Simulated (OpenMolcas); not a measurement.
## Ir4+: moving or changing the point charges

Ir4+ among 6 point charges of -1 e arranged as an octahedron (Oh), 1.89 Å from the ion.
```
   1.8900    0.0000    0.0000  -1.00
   0.0000    1.8900    0.0000  -1.00
  -1.8900    0.0000    0.0000  -1.00
   0.0000   -1.8900    0.0000  -1.00
   0.0000    0.0000    1.8900  -1.00
   0.0000    0.0000   -1.8900  -1.00
```

| Property | Result |
| --- | --- |
| Program | OpenMolcas 26.06 |
| Method | CASSCF |
| Basis | ANO-RCC-VDZP [7s6p4d2f] |
| Scalar Hamiltonian | DKH2, point nucleus |
| Active space | 5 electrons in 5 orbitals (5d) |
| State averaging | 2S+1 = 6 even, 1 root; 2S+1 = 4 even, 24 roots; 2S+1 = 2 even, 75 roots |
| Spin-orbit coupling | RASSI with atomic mean-field integrals over the reference wave functions |

Runs around this geometry, states (labels of O, the rotations of Oh). Energies in cm-1 above the lowest state or level, χT in cm3 K/mol; 10Dq and B are least-squares fits to the states below 45000 cm-1, weighted by degeneracy, with a free offset, and given where the rms deviation is under 5 % of |10Dq| (or 100 cm-1) and under 700 cm-1.

```tsv
R (Å)	q (e)	Ground state	10Dq	B (rms of fit)	First gap with spin-orbit (degeneracies)	χT at 300 K	First state of another spin
1.89	-0.65	6A1	4256	906 (55)	64.1 (2, 4)	4.108	4T1 25582
1.79	-1	6A1	8380	897 (106)	181.0 (2, 4)	3.926	4T1 21790
1.89	-1	6A1	6536	901 (86)	118.5 (2, 4)	4.040	4T1 23561
2.05	-1	6A1	4468	906 (63)	69.2 (2, 4)	4.104	4T1 25422
```

Taking |10Dq| as R^-n, n = -ln(4468 / 8380) / ln(2.05 / 1.79) = 4.6 between the shortest and longest distance. The point-charge formula for a cubic d site gives n = 5.

Scaling the charges by -0.65 / -1 = 0.65 scales |10Dq| by 4256 / 6536 = 0.65; with fixed orbitals a first-order splitting would follow the charge.

Without dynamic correlation the repulsion within the d shell is too large (B by tens of per cent), so at a given field states of lower spin stand too high. Point charges give a weaker field than real ligands, and real ions of this kind are as a rule low spin; the high spin found here belongs to the model. This field is weak: 10Dq is about 4256 cm-1, while octahedral complexes of 5d ions of charge 3 and more, computed by the same method with explicit ligands, had a median near 35000 cm-1. Ground spin and moment need not be those of a real site (figures for R = 1.89, q = -0.65; the like holds for R = 1.79, q = -1, R = 1.89, q = -1, R = 2.05, q = -1). This is an electrostatic model: the charges have no orbitals. No measured value stands beside these numbers.
